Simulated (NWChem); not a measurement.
# C₅H₅ cation

```xyz
10

C     -1.1652    -0.0017     0.0000
C     -0.3546     1.2067     0.0000
C      0.9412     0.7919     0.0000
C      0.9431    -0.7891     0.0000
C     -0.3518    -1.2076     0.0000
H     -2.2712    -0.0029     0.0000
H     -0.7410     2.2335     0.0000
H      1.8542     1.4068     0.0000
H      1.8574    -1.4022     0.0000
H     -0.7347    -2.2356     0.0000
```
Atoms are numbered in this order, from 1.

Level: PBE-D3(BJ)/def2-SVP (NWChem), optimised geometry, unscaled harmonic frequencies. 

```tsv
frequency (cm⁻¹)	IR intensity (km/mol)
228	22.3
308	0.0
572	171.5
668	66.3
769	0.0
787	3.7
826	3.5
927	9.0
959	0.0
971	129.6
1022	5.2
1027	1.9
1060	3.0
1099	0.0
1240	0.0
1267	125.4
1297	101.3
1543	29.3
1582	69.8
3124	7.9
3165	3.1
3170	32.3
3198	61.1
3201	1.8
```

```
Quantity                                                                            Value
-----------------------------------------------------------------------  ----------------
zero-point energy                                                           48.6 kcal/mol
thermal correction to the enthalpy at 298.15 K (with zero-point energy)     52.1 kcal/mol
heat capacity Cv                                                         16.6 cal/(mol K)
entropy at 298.15 K and 1 atm (symmetry number 2)                        67.0 cal/(mol K)
```

Rigid rotor and harmonic oscillator.
